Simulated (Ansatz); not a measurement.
`C/C=[C](\N)[AlH2]` → `C/C=C\[NH][AlH2]`  (isomerisation)

Gas-phase electronic energies from Ansatz, PBE0-D4/def2-TZVP geometries. CCSD(T)/CBS is the MP2 limit (def2-TZVPP, def2-QZVPP) plus CCSD(T) − MP2 in def2-TZVPP, frozen cores. Double bonds are as drawn, so ΔE can hold a change between cis and trans. Functionals use def2-TZVPP. B3LYP here is the variant with VWN-RPA as its local correlation; programs differ in this. Each species was taken in one conformer, which may not be the lowest.

`C/C=[C](\N)[AlH2]`:

Z-matrix (Å, degrees):
```
C
C 1 1.495
H 1 1.090 2 111.9
H 1 1.098 2 111.7 3 120.3
H 1 1.097 2 111.4 3 -120.6
C 2 1.352 1 124.0 3 -177.4
H 2 1.085 1 117.8 3 3.5
Al 6 1.937 2 113.8 1 179.7
N 6 1.385 2 121.7 1 -2.4
H 8 1.585 6 117.7 2 3.3
H 8 1.593 6 120.6 2 -175.6
H 9 1.005 6 117.2 2 160.8
H 9 1.009 6 117.7 2 20.4
```

`C/C=C\[NH][AlH2]`:

```xyz
13

C     0.498   -1.960   -0.472
C    -0.687   -1.080   -0.717
C    -0.771    0.186   -0.299
N     0.203    0.870    0.411
Al    0.164    2.553    1.001
H     0.351   -2.951   -0.901
H     0.693   -2.101    0.599
H     1.415   -1.551   -0.914
H    -1.530   -1.485   -1.264
H    -1.664    0.766   -0.514
H     1.019    0.299    0.592
H    -1.132    3.402    0.692
H     1.441    3.053    1.788
```

```tsv
level	ΔE (kJ/mol)
r2SCAN-D4	-93.7
B3LYP-D4	-95.3
ωB97M-V	-92.6
PBE	-88.3
B3LYP	-96.9
HF/def2-TZVPP	-103.0
MP2/def2-TZVPP	-97.8
HF/CBS(def2)	-103.2
```

**Question.** What does CCSD(T)/CBS give? (An estimate is asked.)

**Answer.** Computed: -95.5 kJ/mol. The listed levels differ from it by 1.8, 0.2, 2.9, 7.2, -1.4, -7.5, -2.3, -7.7 kJ/mol.

Largest T1 diagnostic among the species: 0.012.

In def2-TZVPP, CCSD(T) changes the Hartree–Fock value by +5.7 kJ/mol (the triples alone add +1.8 kJ/mol) and MP2 by +5.2 kJ/mol.
